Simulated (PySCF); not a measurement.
Excitations are Tamm–Dancoff values on a coarser integration grid. The basis has no diffuse functions, so Rydberg states are missing or too high.

CH2OSe, SMILES `O=C[SeH]` (O–C–Se–H torsion 180°) (charge 0, multiplicity 1)

Computed with TPSSh-D3(BJ)/def2-TZVP run with PySCF.

```json
{
  "HOMO": "-7.04 eV",
  "dipole_moment": "2.55 D",
  "HOMO–LUMO gap": "5.35 eV",
  "LUMO": "-1.69 eV",
  "S1 excitation (TDA)": "4.56 eV",
  "S1 oscillator strength": "0.000",
  "brightest of the four lowest singlets (TDA)": "6.04 eV",
  "T1 excitation (TDA)": "3.97 eV",
  "S1–T1 gap (TDA)": "0.60 eV",
  "total_energy": "-2516.0587 Ha",
  "cost": "roughly 2.1 core-minutes"
}
```

```xyz
5

O     -1.5426    -0.8128     0.3952
C     -0.6319    -0.0891     0.1187
Se     1.1993    -0.7081    -0.0679
H     -0.7363     0.9949    -0.0569
H      1.7077     0.6331    -0.3880
```
Charge 0, spin multiplicity 1.
